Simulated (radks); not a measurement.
Problem. Successive ionisation energies (eV) of one element, from differences of total energies of ions in their ground configurations, starting at charge 22: 1013.7, 1079.3, 1274.3, 1335.1, 1396.6, 1458.6, 1521.1, 1583.8, 1733.1, 1793.4, 4298.9, 4476.8, 4656.9, 4838.9, 5022.4, 5206.9, 5561.7, 5711.6, 23911, 24525. All-electron calculation, Dirac Kohn-Sham, PBE, spin-unpolarised, spherical densities, point nucleus; open shells are shared between the two j in proportion to 2j + 1. Program: a radial shooting solver on a logarithmic mesh with Libxc functionals. Which element is it?

Solution. Molybdenum (Z = 42). The first species listed is Mo22+ in [Ar] 3d2, the last Mo41+ in 1s1.
